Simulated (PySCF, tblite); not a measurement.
Species: C7H15P.
Numbering: `[CH3:1][CH:2]([CH3:3])[CH2:4][P:5]1[CH2:6][C@H:7]1[CH3:8]` (hydrogens: H9, H10, H11 on C1; H12 on C2; H13, H14, H15 on C3; H16, H17 on C4; H18, H19 on C6; H20 on C7; H21, H22, H23 on C8)

Jobs on this species (23 atoms, 72 electrons) with PySCF (density fitting) and tblite. Hardware of each: one thread of an Arm Neoverse V2, on a shared host. Times come from a shared host and carry two figures at best.

| level and settings | work | basis functions | SCF cycles | wall time |
| --- | --- | --- | --- | --- |
| PBE0/pcSseg-1 | shieldings, ring-centre shieldings, charges and field gradients, density and orbital grids written | 218 | ? | ? |
| B3LYP/pcSseg-1 | shieldings, ring-centre shieldings | 218 | 14 | 41 s |
| GFN2-xTB | Hessian by finite differences | – | – | 0.83 s |
| GFN2-xTB | L-BFGS relaxation | – | – | 1.2 s |
| delta-SCF UKS SCAN, pcX-2 on the ionised atom, pcseg-1 elsewhere, spin-free X2C | ΔSCF core ionisation, 9 holes | 233 | 147 | 3.7 min |
| PBE0/def2-SVPD | 10 singlets by full TDDFT, 4 Tamm–Dancoff triplets, polarisability, ΔSCF ions, density and orbital grids written | 284 | 14 | 5.3 min |
| PBE0/pcSseg-1, IEF-PCM methanol | shieldings, ring-centre shieldings | 218 | 13 | 43 s |
| PBE0/pcSseg-1, IEF-PCM chloroform | shieldings, ring-centre shieldings, charges and field gradients | 218 | 13 | 45 s |
| PBE0-D3(BJ)/def2-SVP, grid level 1 | geometry optimisation from a GFN2-xTB start shaken at random | 191 | 54 | 2.8 min |

Task: Fill in the missing figures.

Result: 
- PBE0/pcSseg-1; shieldings, ring-centre shieldings, charges and field gradients, density and orbital grids written: 54 s, 14 SCF cycles

Task: What do all jobs in the table cost together?

Result: About 15 min; the longest takes about 36 % of that, and about 380 times as long as the shortest.
